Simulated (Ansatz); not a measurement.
C2H6BF⁻, that is BMe2F with one electron more. The state is a doublet with charge -1. Geometry r2SCAN-D4/def2-SVP, that of the neutral singlet; atoms count from 1.

Cartesian coordinates in Å:
```
B 0.3754 -0.3668 -0.1732
C -0.7455 -0.8861 0.7904
H -1.5974 -1.2050 0.1593
H -1.1380 -0.1079 1.4625
H -0.4402 -1.7667 1.3759
C 0.5149 1.1082 -0.6833
H 1.1854 1.6353 0.0226
H -0.4336 1.6661 -0.6836
H 0.9897 1.1774 -1.6741
F 1.2894 -1.2545 -0.5964
```

The highest occupied level of the charge -1 doublet lies above zero (up to 1.74 eV). By energy differences it is unbound by 0.78 eV (vertical, to the charge 0 singlet, at PBE0-D4/def2-TZVPD) and held by the finite basis.

**Question.** Estimate the Mulliken populations from the PBE0/def2-TZVPD orbitals of Ansatz.

**Answer.** 
```json
{"atom": "B1", "charge (e)": "-1.48", "spin (α − β)": "1.50"}
{"atom": "C2", "charge (e)": "0.26", "spin (α − β)": "-0.80"}
{"atom": "H3", "charge (e)": "0.23", "spin (α − β)": "0.01"}
{"atom": "H4", "charge (e)": "0.09", "spin (α − β)": "0.16"}
{"atom": "H5", "charge (e)": "0.02", "spin (α − β)": "0.18"}
{"atom": "C6", "charge (e)": "0.26", "spin (α − β)": "-0.81"}
{"atom": "H7", "charge (e)": "0.22", "spin (α − β)": "0.02"}
{"atom": "H8", "charge (e)": "0.07", "spin (α − β)": "0.18"}
{"atom": "H9", "charge (e)": "0.03", "spin (α − β)": "0.17"}
{"atom": "F10", "charge (e)": "-0.70", "spin (α − β)": "0.39"}
```
Mulliken values and Mayer orders depend strongly on the basis. With diffuse functions, as here, like atoms can get unlike values, and bond orders can come out too low or too high.

**Question.** Where does the spin sit?

**Answer.** Summed by element: B 1.50, C -1.61, H 0.73, F 0.39, of 1 unpaired in all. Largest on single atoms: B1 1.50, C6 -0.81, C2 -0.80.

**Question.** And the Mayer bond orders between bonded heavy atoms (over 0.3)?

**Answer.** B1–F10 2.39 (1.34 Å). Values over 0.3 also appear between atoms too far apart for a bond (C2–C6 1.46 at 2.78 Å); they arise where an orbital or an unpaired electron spreads over both atoms.
